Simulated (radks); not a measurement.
Q: All-electron calculation, scalar-relativistic Kohn-Sham, LB94 model potential, spin-polarised, spherical densities, finite nucleus; open shells are filled with parallel spins first; Fermi nuclear charge, rms radius of each element as measured or else 0.836 A^(1/3) + 0.57 fm. Program: a radial shooting solver on a logarithmic mesh with Libxc functionals. Response by self-consistent Sternheimer equations with the Hartree and adiabatic LDA kernel, the relativistic mass of each level held fixed and spin-orbit coupling left out. Rank F2+, F4+, F+, F6+, F5+, F, F3+ (NIST ground configurations) by static dipole polarisability, largest first.

A: F 3.543, F+ 1.792, F2+ 1.235, F3+ 0.9450, F4+ 0.8017, F5+ 0.7628, F6+ 0.6359 bohr^3.
